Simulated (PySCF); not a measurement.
Computed structure and properties of [TaO(OH)4]−

System: [TaO(OH)4]− (singlet); start: template (C1). Method: PySCF 2.14.0, RKS r2SCAN, Ta def2-SVP with ECP60, O def2-SVP, H def2-SVP; non-relativistic Hamiltonian with scalar-relativistic core potentials where named; density fitting; no spin-orbit coupling.

Input of the relaxation:

```python
mol = gto.M(atom='''
Ta    -0.00000     0.00133     0.02820
O     -0.00000     0.00133     1.58220
O     -0.00000     0.00133    -1.81980
H     -0.00000    -0.34867    -2.71980
O      1.84800     0.00133     0.02820
H      2.74800    -0.34867     0.02820
O     -0.92400     1.60173     0.02820
H     -1.07090     2.55613     0.02820
O     -0.92400    -1.59907     0.02820
H     -1.67710    -2.20347     0.02820''',
    basis={'Ta': 'def2-SVP', 'O': 'def2-SVP', 'H': 'def2-SVP'},
    ecp={'Ta': 'def2-SVP'},
    charge=-1, spin=0)
mf = dft.RKS(mol, xc='R2SCAN')
mf.grids.atom_grid = (50, 194)
mf = mf.density_fit()  # fitting sets: Ta def2-universal-JKFIT, O def2-universal-JKFIT, H def2-universal-JKFIT
mf.conv_tol = 1e-08; mf.max_cycle = 55
mf.kernel(dm0)  # dm0: converged density of the start geometry
# quasi-Newton relaxation in Cartesian coordinates to a largest gradient under 0.00045 Eh/bohr, steps kept in the point group
```

Run from Python with OMP_NUM_THREADS=2; the lines above give its settings. Where DIIS fails, smearing, a level shift and second-order steps follow.
It took 5 min on 2 threads of AMD EPYC 7R43 64-Core Processor (Zen 3), with other jobs on the host, from the converged density of the start.

Course of the relaxation:

```json
{"step": "0", "energy above end (eV)": "4.8610", "largest force component within the symmetry (eV/Å)": "20.349"}
{"step": "1", "energy above end (eV)": "1.9253", "largest force component within the symmetry (eV/Å)": "4.124"}
{"step": "2", "energy above end (eV)": "1.4195", "largest force component within the symmetry (eV/Å)": "1.605"}
{"step": "3", "energy above end (eV)": "1.2291", "largest force component within the symmetry (eV/Å)": "1.161"}
{"step": "4", "energy above end (eV)": "1.1172", "largest force component within the symmetry (eV/Å)": "1.492"}
{"step": "5", "energy above end (eV)": "0.9641", "largest force component within the symmetry (eV/Å)": "1.839"}
{"step": "6", "energy above end (eV)": "0.7955", "largest force component within the symmetry (eV/Å)": "2.095"}
{"step": "7", "energy above end (eV)": "0.5960", "largest force component within the symmetry (eV/Å)": "1.680"}
{"step": "31", "energy above end (eV)": "0.0011", "largest force component within the symmetry (eV/Å)": "0.058"}
{"step": "32", "energy above end (eV)": "0.0007", "largest force component within the symmetry (eV/Å)": "0.035"}
{"step": "33", "energy above end (eV)": "0.0006", "largest force component within the symmetry (eV/Å)": "0.028"}
{"step": "34", "energy above end (eV)": "0.0002", "largest force component within the symmetry (eV/Å)": "0.030"}
{"step": "35", "energy above end (eV)": "0.0001", "largest force component within the symmetry (eV/Å)": "0.016"}
{"step": "36", "energy above end (eV)": "0.0000", "largest force component within the symmetry (eV/Å)": "0.014"}
```
(The steps between are left out.)

Relaxed geometry (C1):

```xyz
10

Ta    0.0631    0.0878   -0.2429
O    -0.0655   -0.2714    1.5175
O     0.0824   -0.1012   -2.2597
H    -0.3433   -0.8513   -2.6885
O     2.0449    0.1084   -0.2177
H     2.3172    0.0439    0.7068
O    -0.7501    1.8854   -0.1853
H    -0.9179    2.1119    0.7384
O    -1.1167   -1.5233   -0.5128
H    -1.3140   -1.8269    0.3842
```

```tsv
contact	Å
Ta1–O2 (O)	1.801
Ta1–O3 (OH)	2.026
Ta1–O5 (OH)	1.982
Ta1–O7 (OH)	1.974
Ta1–O9 (OH)	2.015
```

On the finer grid (75, 302):

| Quantity | Value |
| --- | --- |
| HOMO | -1.28 eV |
| LUMO | 4.36 eV |
| Dipole about the centre of mass | 1.47 D |
| Set of Mulliken populations of Ta1 outside the core potential | s 2.41, p 6.51, d 3.05, f 0.23 |
| D3(BJ) dispersion energy (not in the energies) | -0.055 eV |

| atom | Mulliken (e) | Löwdin (e) | spin (e) |
| --- | --- | --- | --- |
| Ta1 | 0.81 | -0.07 | 0.00 |
| O2 | -0.56 | -0.33 | 0.00 |
| O3 | -0.55 | -0.25 | 0.00 |
| H4 | 0.18 | 0.07 | 0.00 |
| O5 | -0.48 | -0.21 | 0.00 |
| H6 | 0.20 | 0.08 | 0.00 |
| O7 | -0.48 | -0.21 | 0.00 |
| H8 | 0.20 | 0.09 | 0.00 |
| O9 | -0.50 | -0.24 | 0.00 |
| H10 | 0.19 | 0.07 | 0.00 |

No frequency check is given for this geometry.

Rigid scan of O along the line from its metal:

distance to O2 (Å), energy (eV) and a bar:
```
     1.50      3.119 ##############################
     1.60      1.161 ###########
     1.70      0.246 ##
     1.80      0.000 
     1.90      0.173 ##
     2.00      0.596 ######
     2.10      1.162 ###########
     2.25      2.128 ####################
```

Taking off one OH (charge -1, singlet; the rest: singlet) in vacuum, both parts rigid, costs 6.13 eV; the small basis without counterpoise inflates it.

Rigid scan of OH along the line from its metal:

```
distance to O3 (Å)  energy (eV)
              1.73        1.388
              1.83        0.514
              1.93        0.108
              2.03        0.000
              2.13        0.085
              2.23        0.284
              2.43        0.847
              2.73        1.760
              3.13        2.771
              3.63        3.636
```

One start shape was tried, so this needn't be the lowest isomer.
